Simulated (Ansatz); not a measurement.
Reaction (redistribution): `C[SiH](C)[SiH2]Cl` + `O[SiH2]S[SiH2]F` → `O[SiH2]S[SiH2]Cl` + `C[SiH](C)[SiH2]F`

Gas-phase electronic energies from Ansatz, PBE0-D4/def2-TZVP geometries. CBS: MP2 limit from def2 TZ/QZ plus the TZ coupled-cluster correction, frozen cores. Functionals use def2-TZVPP. Each species was taken in one conformer, which may not be the lowest.

`C[SiH](C)[SiH2]Cl`:

Z-matrix (Å, degrees):
```
C
Si 1 1.874
H 1 1.093 2 110.5
H 1 1.093 2 110.6 3 -119.8
H 1 1.092 2 111.3 3 120.1
C 2 1.874 1 111.6 3 62.2
Si 2 2.342 1 108.9 3 -58.1
H 2 1.494 1 109.9 3 -175.7
H 6 1.093 2 110.5 1 -62.1
H 6 1.093 2 110.6 1 57.6
H 6 1.092 2 111.3 1 177.8
Cl 7 2.076 2 107.2 1 60.6
H 7 1.487 2 113.6 1 178.5
H 7 1.487 2 113.6 1 -57.3
```

`O[SiH2]S[SiH2]F`:

Cartesian coordinates in Å:
```
O 0.340 -1.510 -1.545
Si -0.332 -0.023 -1.389
S -1.410 0.216 0.448
Si 0.250 0.508 1.731
F 0.662 2.051 1.780
H -0.234 -2.274 -1.474
H 0.802 0.922 -1.452
H -1.346 0.242 -2.438
H -0.161 0.111 3.094
H 1.429 -0.243 1.246
```

`O[SiH2]S[SiH2]Cl`:

Z-matrix (Å, degrees):
```
Si
S 1 2.145
O 1 1.638 2 112.0
H 1 1.483 2 103.8 3 122.9
H 1 1.478 2 111.1 3 -117.2
Si 2 2.121 1 97.5 3 47.5
H 3 0.959 1 118.5 2 44.2
Cl 6 2.059 2 111.6 1 -83.8
H 6 1.479 2 110.9 1 35.8
H 6 1.477 2 107.5 1 158.9
```

`C[SiH](C)[SiH2]F`:

```xyz
14

C    -1.499   -0.401    1.045
Si   -0.239   -0.384   -0.345
C     1.311   -1.327    0.130
Si    0.299    1.823   -0.929
F     0.966    2.566    0.338
H    -1.762   -1.427    1.314
H    -1.099    0.091    1.935
H    -2.415    0.119    0.755
H    -0.840   -0.998   -1.569
H     1.797   -0.864    0.992
H     1.068   -2.360    0.393
H     2.029   -1.347   -0.693
H    -0.899    2.617   -1.321
H     1.284    1.894   -2.045
```

| level | ΔE (eV) |
| --- | --- |
| ωB97M-V | 0.12 |
| CCSD/CBS(def2) | 0.12 |

(1) What does CCSD(T)/CBS give? (Estimate.)

Largest T1 diagnostic among the species: 0.012.

Answers

(1) The calculation gave: +0.12 eV. The listed levels differ from it by 0.00, 0.00 eV.
